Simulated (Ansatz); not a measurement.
Relaxation of AlClFH5O2Si (11 atoms, charge 0, multiplicity 1), to a largest force component of 0.03 eV/Å in at most 50 steps.

All numbers below come from RKS B3LYP/def2-SVP in Ansatz 0.2.0.

```xyz
11
Properties=species:S:1:pos:R:3:forces:R:3
Al -0.298 -0.358 -0.021 0.02 0.51 0.43
F -0.422 -0.258 1.653 0.01 -0.02 -0.26
O 1.135 -0.875 -0.721 0.02 -0.03 -0.01
Si 2.506 -1.538 -1.376 -0.07 0.07 -0.01
H 2.143 -2.748 -2.173 0.03 0.03 0.02
H 3.165 -0.538 -2.267 0.00 -0.05 0.03
H 3.447 -1.935 -0.289 0.01 0.00 -0.02
Cl -2.074 -0.161 -1.104 0.00 0.02 0.00
O -0.104 2.444 0.913 -0.15 -1.02 0.34
H -0.987 2.815 0.765 0.02 0.00 0.01
H -0.230 1.854 1.695 0.09 0.48 -0.53
```

**Question.** Where does it end, and by what steps?

**Answer.** It converged. After 10 steps the energy has fallen by 0.845 eV; H10 moved furthest, 0.76 Å. Joined: Al1–O9 (2.96 → 1.97 Å).

| step | energy less start (eV) | largest force component (eV/Å) | accepted |
| --- | --- | --- | --- |
| 0 | 0.0000 | 1.019 | yes |
| 1 | -0.1554 | 1.007 | yes |
| 2 | -0.4018 | 1.378 | yes |
| 3 | -0.6786 | 0.824 | yes |
| 4 | -0.7734 | 0.807 | yes |
| 5 | -0.8271 | 0.287 | yes |
| 6 | -0.8396 | 0.155 | yes |
| 7 | -0.8430 | 0.081 | yes |
| 8 | -0.8444 | 0.051 | yes |
| 9 | -0.8449 | 0.032 | yes |
| 10 | -0.8451 | 0.015 | yes |

```xyz
11
Properties=species:S:1:pos:R:3
Al -0.296 -0.112 0.189
F -0.514 -0.544 1.796
O 1.103 -0.651 -0.599
Si 2.410 -1.368 -1.295
H 2.000 -2.559 -2.097
H 3.103 -0.404 -2.202
H 3.385 -1.813 -0.255
Cl -2.075 0.150 -0.949
O -0.021 1.788 0.638
H -0.723 2.334 0.243
H -0.092 1.879 1.605
```

Time of the run: 46 s on 4 threads of Intel(R) Xeon(R) Platinum 8259CL CPU @ 2.50GHz (Skylake/Cascade Lake), on a shared host, peak memory 0.32 GiB.
